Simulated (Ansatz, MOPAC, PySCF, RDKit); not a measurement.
Complex: CH4 (SMILES C) (first 5 atoms) with C2H6O (SMILES COC); geometry from B3LYP-D3(BJ)/def2-TZVP.
(charge 0, multiplicity 1):
```tsv
atom	x (Å)	y (Å)	z (Å)
C	0.1001	0.0483	-0.3766
H	1.1471	0.2851	-0.5645
H	-0.5087	0.4342	-1.1935
H	-0.0194	-1.0335	-0.3196
H	-0.2139	0.5011	0.5626
C	1.1056	0.2348	3.2649
O	-0.2792	0.4601	3.1201
C	-1.0341	-0.7240	3.2510
H	1.4808	-0.4563	2.4990
H	1.3416	-0.1793	4.2540
H	1.6059	1.1954	3.1523
H	-0.7565	-1.4622	2.4875
H	-2.0825	-0.4584	3.1240
H	-0.8962	-1.1784	4.2410
```

Counterpoise-corrected where a basis set is named; no monomer relaxation.

Rows in 6-31G* carry no dispersion term and start afresh at each structure (6-31G* with six Cartesian d functions). The state that PM6 reach isn't checked.

The values were computed with Ansatz (a first-principles code); MOPAC for PM6 (differences of heats of formation); PySCF for 6-31G* rows, the dispersion terms; RDKit for the force fields. Values without a source in brackets are computed.

Problem. One of these levels gives -0.73 kcal/mol for the interaction energy. Which?
A) PM6
B) MMFF94
C) HF/6-31G*
D) PBE-D3(BJ)/def2-TZVPPD

Solution. A, PM6. The others give -0.11 (MMFF94), 0.59 (HF/6-31G*), -1.48 (PBE-D3(BJ)/def2-TZVPPD)
